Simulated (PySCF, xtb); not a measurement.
B(SeH)3 (BH₃Se₃), SMILES [SeH]B([SeH])[SeH].

GFN2-xTB (xtb) at its own geometry gives an orbital gap of 3.60 eV and a dipole moment of 1.79 D.

Geometry: B3LYP-D3(BJ)/def2-SVP. Other conformers were not sampled.

Problem. What does PySCF with HF/def2-TZVP give? (Estimate from the structure and the level; the computed values follow.)

Solution. gap 11.69 eV (levels -9.57 and 2.12 eV), dipole 1.34 D.
